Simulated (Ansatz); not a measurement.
A run on `CN(C)[Si](O)(N(C)C)N(C)C` with other settings.

```yaml
crystal:
  periodic: [false, false, false]
  atoms:
    - {symbol: C, position_ang: [-2.021082, -1.965744, 0.535764]}
    - {symbol: N, position_ang: [-1.304831, -0.726226, 0.716503]}
    - {symbol: C, position_ang: [-1.268000, -0.287119, 2.086603]}
    - {symbol: Si, position_ang: [-0.292068, -0.111460, -0.520626]}
    - {symbol: O, position_ang: [-1.008568, -0.400569, -1.982683]}
    - {symbol: N, position_ang: [-0.076303, 1.555688, -0.172434]}
    - {symbol: C, position_ang: [1.166127, 2.251843, -0.383209]}
    - {symbol: C, position_ang: [-1.186816, 2.434578, 0.091445]}
    - {symbol: N, position_ang: [1.203877, -0.924855, -0.657804]}
    - {symbol: C, position_ang: [1.935314, -1.338101, 0.510616]}
    - {symbol: C, position_ang: [1.951183, -1.046515, -1.882889]}
    - {symbol: H, position_ang: [-2.037548, -2.244983, -0.518302]}
    - {symbol: H, position_ang: [-1.563921, -2.791286, 1.101271]}
    - {symbol: H, position_ang: [-3.060741, -1.871436, 0.877563]}
    - {symbol: H, position_ang: [-2.279618, -0.087883, 2.467261]}
    - {symbol: H, position_ang: [-0.818620, -1.042603, 2.749628]}
    - {symbol: H, position_ang: [-0.684471, 0.629697, 2.177553]}
    - {symbol: H, position_ang: [-1.672172, 0.235591, -2.250930]}
    - {symbol: H, position_ang: [1.121851, 2.930845, -1.247899]}
    - {symbol: H, position_ang: [1.974168, 1.540168, -0.555501]}
    - {symbol: H, position_ang: [1.431070, 2.859138, 0.493525]}
    - {symbol: H, position_ang: [-2.098639, 1.857598, 0.260646]}
    - {symbol: H, position_ang: [-1.009440, 3.045364, 0.987909]}
    - {symbol: H, position_ang: [-1.371891, 3.130821, -0.740855]}
    - {symbol: H, position_ang: [2.278931, -2.376866, 0.412870]}
    - {symbol: H, position_ang: [2.825590, -0.715533, 0.690317]}
    - {symbol: H, position_ang: [1.304222, -1.280814, 1.399665]}
    - {symbol: H, position_ang: [1.332505, -0.760283, -2.732972]}
    - {symbol: H, position_ang: [2.854860, -0.416663, -1.883500]}
    - {symbol: H, position_ang: [2.279332, -2.083192, -2.038233]}
basis:
  gaussian: {orbitals: def2-TZVP, fitting: {mean_field: cc-pVTZ-jkfit}}
hamiltonian: {xc: {name: wB97X}}
```

```sh
$ ansatz run in.yaml --threads 11 --pin off --events-out ev --progress --plain --max-ram 120832MiB --backend cuda --devices 0, --max-vram 75GiB
```

Output, abridged:

```
Functional definition: wB97X
1481 factors; integrals over basis functions are off by at most 6.7e-1 eV
1481 factors; integrals over basis functions are off by at most 3.8e-7 eV
mean field evaluation 1: about -20918.2130 eV, gradient 8.3e1 eV
mean field evaluation 2: about -20922.0001 eV, gradient 7.4e1 eV
mean field evaluation 4: about -20931.8705 eV, gradient 3.0e0 eV
mean field evaluation 8: about -20931.8865 eV, gradient 2.8e-1 eV
mean field evaluation 16: about -20931.8866 eV, gradient 5.5e-5 eV
mean field -20931.88659866 eV, -769.2326443584 hartree, gradient 2.5e-5 eV, S^2 0.000000; 0 other end points of the search recorded, 0 dependent functions left out
reference -20931.88654752 eV, -769.2326424792 hartree; 49, 49 occupied and 412, 412 virtual orbitals, 1481 factors
Total energy: -20931.88654752 eV, -769.2326424792 hartree
```

It took 2.1 s on 11 threads of an AMD EPYC 7R13 on a shared host and a whole NVIDIA H100 80 GB, with 0.99 GiB of host memory at the peak.
